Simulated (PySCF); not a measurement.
**SSe₃, singlet: molecular constants**

Level of theory: PBE/[S def2-SVP, Se def2-SVP], no relativity, density fitting, PySCF.

The structure is a minimum.

Z-matrix (Å, degrees; charge 0 multiplicity 1):
```
S
Se 1 2.4267
Se 1 2.0805 2 118.10
Se 2 2.3867 1 60.54 3 107.55
```

```json
{"Point group": "Cs", "Bond lengths": "Se–Se 2.387 Å, S–Se 2.080 Å, S–Se 2.427 Å (×2)", "Bond angles": "Se–S–Se 58.9°, Se–S–Se 118.1° (×2), S–Se–Se 60.5° (×2)", "Principal quadrupole moments (Buckingham, traceless) about the centre of mass": "-4.61, 2.28, 2.33 D Å", "Highest occupied level": "-5.10 eV", "Rotational symmetry number": "1", "Entropy at 298.15 K and 1 bar": "360.1 J/(mol K)", "Dipole moment": "0.21 D", "Lowest empty level": "-4.11 eV", "Enthalpy at 298.15 K above 0 K": "18.14 kJ/mol", "Zero-point energy": "8.8 kJ/mol", "Rotational constants": "0.06595, 0.02214, 0.01754 cm⁻¹", "Principal polarisabilities": "51.3, 82.6, 151.3 bohr³", "Atomisation energy without zero-point energy": "850 kJ/mol", "Heat capacity Cp at 298.15 K": "76.6 J/(mol K)"}
```

Harmonic modes (masses in u: S 31.972, Se 79.917):
| symmetry | ω (cm⁻¹) | IR (km/mol) |
| --- | --- | --- |
| a'' | 80 | 1.2 |
| a' | 115 | 1.4 |
| a'' | 202 | 5.1 |
| a' | 259 | 6.5 |
| a' | 319 | 12.6 |
| a' | 501 | 90.9 |

Charges (e):
```csv
atom,Mulliken,Löwdin,polar tensor,Mayer order to S1
S1,0.10,0.33,0.70,–
"Se2,4",-0.03,-0.08,-0.22,0.70
Se3,-0.05,-0.17,-0.27,1.48
```
Other Mayer orders above 0.3: Se–Se 0.35 (×2), Se–Se 1.05.

Mulliken populations on S1: s 5.91, p 9.86, d 0.13.

This need not be the most stable arrangement of these atoms.

The final relaxation and frequency run took 2.4 min on 4 threads of a shared Intel Xeon @ 2.50GHz (Skylake/Cascade Lake) host, with 114 basis functions and 16 gradients; the process peaked at 1.2 GiB. Launch command: `OMP_NUM_THREADS=4 python axn.py task.json out`.
